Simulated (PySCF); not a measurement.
SMILES C=CC[SiH2]B, GFN2-xTB optimised geometry.

```
14

B      1.51    -1.10     0.00
Si    -0.45    -1.10     0.00
C     -1.04     0.74     0.00
C     -0.43     1.48     1.13
C     -1.07     1.82     2.24
H      2.12    -1.22     0.99
H      2.12    -0.94    -0.98
H     -1.12    -1.72     1.15
H     -1.11    -1.70    -1.18
H     -0.74     1.20    -0.95
H     -2.12     0.77     0.06
H      0.62     1.72     1.02
H     -0.58     2.34     3.05
H     -2.11     1.59     2.38
```

Density from B3LYP/def2-TZVP run with PySCF at that geometry.

Minimum of the electron density along straight lines between bonded atoms, close to the bond critical point (lines longer than 1.1 times the sum of covalent radii, or with two minima, are not listed):

```tsv
bond	length / Å	ρ at the minimum / e bohr⁻³	∇²ρ there / e bohr⁻⁵	position (fraction from the first atom)
B1–Si2	1.953	0.122	-0.01	0.61
Si2–C3	1.935	0.109	0.11	0.39
C3–C4	1.482	0.268	-0.71	0.49
C4–C5	1.322	0.361	-1.13	0.51
B1–H6	1.170	0.194	-0.39	0.44
B1–H7	1.171	0.193	-0.37	0.44
Si2–H8	1.475	0.122	0.17	0.49
Si2–H9	1.477	0.121	0.17	0.49
C3–H10	1.091	0.276	-0.93	0.64
C3–H11	1.089	0.278	-0.94	0.64
C4–H12	1.085	0.286	-1.01	0.64
C5–H13	1.077	0.288	-1.03	0.64
C5–H14	1.078	0.287	-1.02	0.64
```
